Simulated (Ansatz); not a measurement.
Two isomers of C3H8Si2: A = `[SiH3]C=C=C[SiH3]`, B = `C=C=C([SiH3])[SiH3]`.

Program: Ansatz. Geometries: PBE0-D4/def2-TZVP. ΔE: electronic, gas phase. CBS: MP2 limit from def2 TZ/QZ plus the TZ coupled-cluster correction, frozen cores. DFT in def2-TZVPP. B3LYP here is the variant with VWN-RPA as its local correlation; programs differ in this.

A:

```xyz
13

Si   -2.176   -1.159   -0.575
C    -1.435    0.279    0.342
C    -0.186    0.270    0.708
C     1.078    0.238    1.017
Si    2.369    0.880   -0.158
H    -3.305   -1.743    0.199
H    -2.709   -0.713   -1.890
H    -1.127   -2.187   -0.782
H    -2.044    1.149    0.582
H     1.371   -0.172    1.982
H     1.699    1.360   -1.391
H     3.131    1.995    0.465
H     3.336   -0.198   -0.499
```

B:

```xyz
13

C    -2.048    1.244   -0.664
C    -0.976    0.593   -0.316
C     0.096   -0.058    0.031
Si    1.236    0.699    1.301
Si    0.436   -1.715   -0.758
H    -2.983    1.102   -0.134
H    -2.031    1.944   -1.492
H     1.363   -0.212    2.469
H     0.698    2.010    1.739
H     2.591    0.879    0.715
H    -0.639   -2.040   -1.727
H     0.507   -2.766    0.291
H     1.750   -1.678   -1.455
```

Task: Which isomer does CCSD(T)/CBS put lower? Give the gap. (Best estimate.)

Result: The calculation gave: B, by 4.0 kJ/mol.

Task: Give E(B) − E(A) in kJ/mol with PBE-D4, B3LYP, r2SCAN-D4, ωB97M-V, CCSD(T)/def2-TZVPP, BLYP-D4, CCSD(T)/def2-SVP. (Estimate.)

Result: Ansatz gave: PBE-D4 -3.4, B3LYP 0.0, r2SCAN-D4 -2.6, ωB97M-V -3.5, CCSD(T)/def2-TZVPP -3.7, BLYP-D4 -3.7, CCSD(T)/def2-SVP -4.8. None reverses the order clearly.

Task: Does the order hold for the free energy at 298.15 K (harmonic terms from PBE0-D4)? (An estimate is asked.)

Result: Computed: Yes: G(B) − G(A) = -5.2 kJ/mol. Modes under 60 cm⁻¹, often nearly free rotors, make the harmonic entropy too high.

Largest T1 diagnostic: 0.013.

In def2-TZVPP, CCSD(T) changes the Hartree–Fock value by −3.5 kJ/mol (the triples alone add −0.7 kJ/mol) and MP2 by −5.1 kJ/mol. Leaving LDA and LC-ωPBE aside and taking each functional with its dispersion term where it has one, the values, not all of them listed here, spread over 2.8 kJ/mol, from BHLYP-D4 to B97M-V.
